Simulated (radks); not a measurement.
Results of a calculation; reference values are marked as such.
The manganese ion Mn2+, 23 electrons, occupied as [Ar] 3d5. Level of theory: scalar-relativistic Kohn-Sham, r2SCAN, spin-unpolarised, spherical densities, finite nucleus; meta-GGA in the generalised Kohn-Sham scheme; Fermi nuclear charge, rms radius 3.7057 fm (a radial shooting solver on a logarithmic mesh with Libxc functionals). Some entries of the table are withheld. Estimate them.

orbital,occ.,eigenvalue (eV),r(max) (bohr),<r^2> (bohr^2)
1s,2,-6470.953,0.03988,(1)
2s,2,-770.2930,0.2322,0.09182
2p,6,-653.7944,0.1884,0.07498
3s,2,-106.6304,0.7361,0.8375
3p,6,-74.0789,0.7534,0.9629
3d,5,-24.1283,0.7652,(2)
4s,0,-18.5898,2.281,7.722
4p,0,-13.0429,2.711,11.20

Answer. 
(1) 1s <r^2> (bohr^2): 0.004991
(2) 3d <r^2> (bohr^2): 1.686
